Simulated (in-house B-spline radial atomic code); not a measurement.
# Binding energies in Cd V (Cd4+)

NIST's tabulated ground configuration is [Kr] 4d8; each binding energy is the energy of the ion with one electron taken from that subshell, relaxed, less that of the parent. All numbers are computed (Dirac-Hartree-Fock, average of configuration; Fermi nucleus of rms radius 4.6087 fm) with an all-electron radial atomic-structure program (B-spline basis), not measured. Energies include first-order Breit, QED and recoil terms.

```tsv
subshell	X-ray name	binding energy (eV)	-ε (eV)	relaxation (eV)
1s	K	26777.4	26922.8	61.4
2s	L1	4091.9	4132.0	31.6
2p1/2	L2	3795.5	3838.6	34.9
2p3/2	L3	3605.7	3645.2	33.8
3s	M1	839.8	853.1	12.0
3p1/2	M2	720.8	734.3	12.4
3p3/2	M3	686	698.7	12.0
4s	N1	179.3	182.2	2.7
4p1/2	N2	138.8	141.4	2.4
4p3/2	N3	132.7	135.1	2.2
4d	N4,5	69.77	71.29	1.53
```

Relaxation = -ε minus the binding energy without Breit, QED and recoil terms.

Emission lines follow as differences of binding energies, with λ = 12398.42 eV·Å / E:

```csv
line,holes,energy (eV),wavelength (Å)
K-L3,1s → 2p3/2,23171.7,0.53507
K-L2,1s → 2p1/2,22981.9,0.53949
K-M3,1s → 3p3/2,26091.4,0.47519
L1-M3,2s → 3p3/2,3405.9,3.6403
L3-M1,2p3/2 → 3s,2765.9,4.4826
```

Task: What screening constant σ does Moseley's law, E = (3/4)·13.6057 eV·(Z - σ)², need for K-L3?

Result: σ = 0.35.

Moseley's non-relativistic formula needs a falling, then negative, screening constant for heavy elements, because relativity binds the 1s electron more strongly than the formula allows.

Task: What does it cost to remove both a 3p3/2 and a 4d electron?

Result: 777.48 eV, which is 21.69 eV more than the two single binding energies together.

Task: What does it cost to remove two 1s electrons?

Result: 54320 eV, which is 764.8 eV more than the two single binding energies together.

Task: What does it cost to remove both a 3p1/2 and a 4s electron?

Result: 925.4 eV, which is 25.34 eV more than the two single binding energies together.
